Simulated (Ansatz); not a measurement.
`C[O][Sn][S]C` and `C[O][Sn][Cl]` differ in one atom or group.

Ansatz, PBE0-D4/def2-TZVP geometries, multiplicity 1. Each molecule was computed in one conformer, which needn't be the lowest.

Elements past krypton have def2 core potentials.

```
                                          property  `C[O][Sn][S]C`
             HOMO–LUMO gap (B3LYP/def2-TZVPP) / eV            4.12
  size of the dipole moment (B3LYP/def2-TZVPP) / D            0.56
                LUMO energy (PBE0/def2-TZVPP) / eV           -2.21
                 LUMO energy (PBE/def2-TZVPP) / eV           -2.84
           HOMO–LUMO gap (ωB97M-V/def2-TZVPP) / eV            8.27
size of the dipole moment (ωB97M-V/def2-TZVPP) / D            0.54
```

Q: Give the same properties after the change, and the shifts. (Best estimate.)

A: The calculation gave: 
```csv
property,`C[O][Sn][Cl]`,shift
HOMO–LUMO gap (B3LYP/def2-TZVPP) / eV,4.96,0.84
size of the dipole moment (B3LYP/def2-TZVPP) / D,1.87,1.31
LUMO energy (PBE0/def2-TZVPP) / eV,-2.48,-0.27
LUMO energy (PBE/def2-TZVPP) / eV,-3.11,-0.27
HOMO–LUMO gap (ωB97M-V/def2-TZVPP) / eV,9.24,0.97
size of the dipole moment (ωB97M-V/def2-TZVPP) / D,1.90,1.36
```

With PBE0 the HOMO falls by 1.10 eV and the LUMO falls by 0.27 eV, so the gap widens by about 0.83 eV. PBE moves the HOMO by -0.97 eV and ωB97M-V by -1.19 eV. Dipoles are sizes alone; their direction can turn.

B3LYP here is the variant with VWN-RPA as its local correlation; programs differ in this.
